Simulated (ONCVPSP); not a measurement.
## zinc (Zn): one change to an ONCV potential, before and after

| Item | Value |
| --- | --- |
| Element | zinc |
| Generator | ONCVPSP 4.0.1 |
| Type | optimised norm-conserving Vanderbilt (ONCV) |
| Functional | PBE |
| Relativity | scalar-relativistic |
| Frozen core | [Ne] |
| Valence charge | 20 |
| Reference configuration | 3s2 3p6 3d10 4s2 |
| Partial waves | 3s+4s: rc 1.30 bohr, ncon 4, nbas 9, qcut 7.7 1/bohr, 2 projectors; 3p: rc 1.10 bohr, ncon 4, nbas 8, qcut 11.8 1/bohr, 1 projector; 3d: rc 0.70 bohr, ncon 3, nbas 7, qcut 14.5 1/bohr, local |
| Local potential | the d channel |
| Core correction | Teter function, fcfact 5.25, rcfact 1.35 |

All-electron outer shells of the reference configuration (PBE, scalar-relativistic, ld1.x):

```json
{"shell": "2p", "level (eV)": "-1004.03", "outermost node (bohr)": "–", "outermost maximum (bohr)": "0.15"}
{"shell": "3s", "level (eV)": "-129.23", "outermost node (bohr)": "0.28", "outermost maximum (bohr)": "0.59"}
{"shell": "3p", "level (eV)": "-83.40", "outermost node (bohr)": "0.25", "outermost maximum (bohr)": "0.59"}
{"shell": "3d", "level (eV)": "-10.14", "outermost node (bohr)": "–", "outermost maximum (bohr)": "0.57"}
{"shell": "4s", "level (eV)": "-5.98", "outermost node (bohr)": "0.85", "outermost maximum (bohr)": "2.09"}
```

Change: p: rc 1.48.

Cutoffs: the cutoffs (Ha) at which the residual kinetic energy of the hardest occupied pseudo-wave falls to 1 and 0.1 mHa per electron; they do not see the model core or the augmentation charge, which bear on the density cutoff. Errors are all-electron minus pseudo energies relative to the spin-unpolarised reference configuration.

What does the change do?

The potential gets neither clearly harder nor softer (353 Ha and 638 Ha → 353 Ha and 638 Ha); the d channel sets the loose cutoff, while the largest relative change is in p, which becomes softer; of the 4 tests that both files solve, the error grows in 2 and shrinks in 0 by more than 15 % and 0.3 meV (median size 5.2 → 12.5 meV); neither file shows a bound ghost.

| quantity | base | changed |
| --- | --- | --- |
| cutoff, loose | 353 Ha | 353 Ha |
| cutoff, tight | 638 Ha | 638 Ha |
| loose cutoff by channel | s 19 Ha, p 50 Ha, d 353 Ha | s 19 Ha, p 42 Ha, d 353 Ha |
| bound ghosts | none | none |
| GHOST(+) flags under 300 eV | s at 240.7 eV | s at 240.7 eV |
| error for 3s2 3p6 3d10 4s1, meV [ΔE 9.89 eV] | -0.6 | -0.7 |
| error for 3s2 3p6 3d10 4s0, meV [ΔE 28.33 eV] | -1.2 | -1.5 |
| error for 3s2 3p6 3d9 4s0, meV [ΔE 68.86 eV] | -27 | -30 |
| error for 3s2 3p5 3d10 4s2, meV [ΔE 92.03 eV] | -9.2 | +24 |
| s: phases at 1.32 bohr within 0.05 rad from the reference energy up to (Ha; the scan ends near 5) | to the end of the scan | to the end of the scan |
| d: phases at 0.71 bohr within 0.05 rad from the reference energy up to (Ha; the scan ends near 5) | to the end of the scan | to the end of the scan |
| rms error of d²Exc/dni dnj with the model core, mHa | 1.77 | 1.84 |
